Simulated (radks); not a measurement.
The numbers below are computed, except where a source is named.
Polarisability of neutral neodymium, [Xe] 4f4 6s2, at imaginary frequency. Level of theory: scalar-relativistic Kohn-Sham, LB94 model potential, spin-polarised, spherical densities, finite nucleus; open shells are filled with parallel spins first (spin-orbit coupling, left out, can overturn this in heavy ions); Fermi nuclear charge, rms radius 4.9123 fm (a radial shooting solver on a logarithmic mesh with Libxc functionals). Response by self-consistent Sternheimer equations with the Hartree and adiabatic LDA kernel, the relativistic mass of each level held fixed and spin-orbit coupling left out.

w (hartree)  alpha1(iw) (bohr^3)
0.00266                    149.9
0.0143                     148.0
0.0360                     138.2
0.0697                     114.3
0.118                      80.68
0.186                      50.45
0.280                      30.19
0.413                      18.38
0.605                      11.56
0.892                      7.300
1.35                       4.380
2.12                       2.372
3.59                       1.111
6.94                      0.4093
17.5                     0.08987

Static values: alpha1 = 149.9 bohr^3 (22.22 angstrom^3; uncoupled 275.8). C6 = 2257, triple-dipole C9 = 242300 atomic units. One-pole (London) frequency 4 C6 / (3 alpha1^2) = 0.134 hartree, against 0.224 for minus the highest occupied eigenvalue. Recommended static value: 208 bohr^3 (Schwerdtfeger and Nagle, 2023 table).
